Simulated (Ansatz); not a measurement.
Born–Oppenheimer molecular dynamics of Al₂H₈N₂O (13 atoms, charge 0, multiplicity 1). It starts at the highest image of a converged band. Of that band: The profile has 2 maxima (images 2, 7) with wells between them (image 6): this band takes more than one step, which may be the mechanism or a detour left from its start path. A vibrational analysis at the climbing image gives one clearly imaginary mode, 1321i cm⁻¹: a first-order saddle point.

Computed with RKS B3LYP-D4/def2-SVP in Ansatz 0.2.0.

| Item | Value |
| --- | --- |
| ensemble | NVE (velocity Verlet) |
| time step | 0.5 fs |
| steps asked | 200 |
| starting velocities drawn for | 300 K |
| seed | 2536 |

First frame:

```xyz
13
Properties=species:S:1:pos:R:3
Al 0.060 0.652 0.207
N -0.223 -0.089 1.976
H -1.033 -0.666 2.205
H 0.553 -0.389 2.566
H 1.444 0.454 -0.516
N -1.582 0.548 -0.807
H -2.195 -0.258 -0.664
H -1.502 0.660 -1.821
O -0.579 2.107 1.081
Al -2.176 2.234 0.219
H -3.411 1.782 1.127
H -2.296 3.421 -0.831
H -0.515 1.182 1.955
```

Problem. How far do the bonds stretch over the last three quarters of this one trajectory? (Pairs bonded in most of those frames.)

Solution. 
```tsv
bond	mean (Å)	spread (Å)	shortest	longest
Al1–N2	2.139	0.118	1.99	2.28
Al1–H5	1.587	0.021	1.55	1.62
Al1–N6	1.961	0.039	1.91	2.02
Al1–O9	1.715	0.018	1.67	1.73
Al1–Al10	2.641	0.020	2.61	2.67
N2–H3	1.024	0.010	1.00	1.04
N2–H4	1.024	0.015	1.00	1.05
N2–H13	1.031	0.041	0.97	1.09
N6–H7	1.025	0.025	0.99	1.06
N6–H8	1.027	0.020	1.00	1.06
N6–Al10	2.090	0.050	2.04	2.17
O9–Al10	1.797	0.057	1.71	1.87
Al10–H11	1.625	0.032	1.57	1.68
Al10–H12	1.597	0.021	1.56	1.63
```

Mean temperature of the second half: 334 K. The conserved energy stayed within 0.24 meV per atom of its start (net change 0.15 meV per atom), so the integration is sound. A run of 0.1 ps of so small a system gives no equilibrium averages. The orbitals stay closed-shell, which can raise the energy where a bond breaks towards radicals; this wasn't checked here.

Run time: 5.2 min on 4 threads of AMD EPYC 7R43 64-Core Processor (Zen 3) (shared host), peak memory 0.31 GiB.
